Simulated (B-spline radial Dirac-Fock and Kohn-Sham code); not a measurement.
## Satellites and hypersatellites of the K lines of Se⁶⁺

System: the Se⁶⁺ ion, configuration 1s2 2s2 2p6 3s2 3p6 3d10.

The computed values come from a radial B-spline solver: multi-electron Dirac-Fock with separately optimised hole states, Breit and Lamb-shift corrections added in first order. Each two-hole energy is an average over J within one jj subconfiguration, not an observable level; in light atoms, where LS coupling holds, the j-resolved values are not observed lines, and for a K spectator the Kα1 hypersatellite is nearly forbidden. Electron correlation is not included.

Lines without a spectator: Kα2 (K-L2) 11182.6 eV, Kα1 (K-L3) 11223.6 eV, Kβ3 (K-M2) 12491.3 eV, Kβ1 (K-M3) 12497.3 eV. Shifts in eV with one spectator hole (a dash: not computed, or left out as unreliable):

```
spectator hole     Kα2     Kα1     Kβ3     Kβ1
        K (1s)  +366.8  +371.8  +461.3  +462.2
    L2 (2p1/2)   +36.6   +45.1       –   +98.9
    L3 (2p3/2)   +40.0   +38.8   +93.5       –
    M2 (3p1/2)       –   +4.04   +9.29  +11.64
    M3 (3p3/2)   +3.50       –  +10.73  +10.20
    M4 (3d3/2)   +0.22   -1.08       –       –
    M5 (3d5/2)   -1.23   -0.36       –       –
```

With n spectator holes in 2p, averaged over the 2p shell (energies in eV):

| n | KαLⁿ | step | hypersatellite KαʰLⁿ |
| --- | --- | --- | --- |
| 0 | 11209.9 | – | 11580.0 |
| 1 | 11250.5 | +40.7 | 11621.9 |
| 2 | 11292.3 | +41.8 | 11665.0 |
| 3 | 11335.2 | +42.9 | 11709.1 |
| 4 | 11379.3 | +44.1 | 11754.5 |
| 5 | 11424.5 | +45.2 | 11800.9 |
